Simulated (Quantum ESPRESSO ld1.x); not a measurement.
The numbers below are computed, except where a source is named.
The copper ion Cu2+, 27 electrons, occupied as [Ar] 3d9 (the NIST ground configuration). Level of theory: Dirac Kohn-Sham, PBEsol, spin-unpolarised, spherical densities, point nucleus; open shells fill j = l - 1/2 first (ld1.x of Quantum ESPRESSO 7.5).

Unscreened Slater integrals over Kohn-Sham orbitals (cm^-1). Large and small components are both included.

F0(3d5/2,3d5/2): 222010
F2(3d5/2,3d5/2): 100930
F4(3d5/2,3d5/2): 62447
F0(3d5/2,3d3/2): 222730
F2(3d5/2,3d3/2): 101270
G2(3d5/2,3d3/2): 101160
G4(3d5/2,3d3/2): 62598
F0(3d5/2,3p3/2): 240960
F2(3d5/2,3p3/2): 112390
G1(3d5/2,3p3/2): 138940
G3(3d5/2,3p3/2): 83911
F0(3d5/2,3p1/2): 242500
G3(3d5/2,3p1/2): 84377
F0(3d3/2,3d3/2): 223460
F2(3d3/2,3d3/2): 101610
F0(3d3/2,3p3/2): 241800
F2(3d3/2,3p3/2): 112820
G1(3d3/2,3p3/2): 139380
G3(3d3/2,3p3/2): 84198
F0(3d3/2,3p1/2): 243360
G1(3d3/2,3p1/2): 140430
F0(3p3/2,3p3/2): 265080
F2(3p3/2,3p3/2): 132050
F0(3p3/2,3p1/2): 266930
G2(3p3/2,3p1/2): 132820
F0(3p1/2,3p1/2): 268840
